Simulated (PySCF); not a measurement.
Simulated absorption spectrum

C4H12NSi (charge +1).
SMILES: `[SiH3]CC1C[NH2+]C1`

The calculation used TDDFT CAM-B3LYP/def2-SVPD, vertical, gas phase, core orbitals frozen in the response (PySCF 2.14.0, density-fitted response routines). One conformer (not necessarily the lowest) at the PBE0-D3(BJ)/def2-SVP geometry, without solvent, vibrations or thermal averaging. Torsions of this conformer, `[SiH3:1][CH2:2][CH:3]1[CH2:4][NH2+:5][CH2:6]1`: Si1–C2–C3–C4 -66°.

Each state is given a Gaussian of 0.4 eV full width at half maximum, with ε(max) = 2.175×10⁸ f / Δν̃ (Δν̃ the width in cm⁻¹). The width is an assumption, not a result. The curve ends short of the highest state used, and states not computed would add to its high-energy end.

(λ (nm), ε (L mol⁻¹ cm⁻¹)): (145.0, 5092), (146.5, 3638), (147.9, 2901), (149.3, 2542), (150.8, 2235), (152.2, 1824), (153.6, 1303), (155.0, 804), (156.5, 416), (157.9, 219), (159.3, 147), (160.8, 146), (162.2, 167), (163.6, 179), (165.0, 169), (166.5, 137), (167.9, 98), (169.3, 62), (170.8, 34), (172.2, 17), (173.6, 8), (175.1, 3), (176.5, 1), (177.9, 0)

Q: Where are the band maxima, and which computed states make them?

A: 164 nm (7.57 eV), ε about 180, made up of S1 (99%) (ε in L mol⁻¹ cm⁻¹; maxima over ε = 5, shares over 10%). At its high-energy end, 8.55 eV, the curve is still rising (ε about 5100, from S4, S6, S7 and S8). The states used: S1 7.57 eV (f 0.0026); S2 8.22 eV (f 0.026); S3 8.38 eV (f 0.0038); S4 8.50 eV (f 0.0089); S5 8.58 eV (f 0.0048); S6 8.59 eV (f 0.012); S7 8.73 eV (f 0.052); S8 8.89 eV (f 0.104); S9 8.96 eV (f 0.0016); S10 9.15 eV (f 0.0021).

Q: Coming from long wavelengths, where does ε first pass 100 L mol⁻¹ cm⁻¹?

A: At about 168 nm (7.39 eV), 0.18 eV below S1.

Q: What would ε be at 7.57 eV, the highest of these maxima, with half the width (0.2 eV)?

A: About 355 L mol⁻¹ cm⁻¹ against 179, a factor of about 1.99; a lone state at its own centre would give exactly 2.

All these states lie below the vertical ionisation energy of 14.61 eV (ΔSCF).

The run took 4.0 min wall on one thread of an x86-64 server, on a shared host.
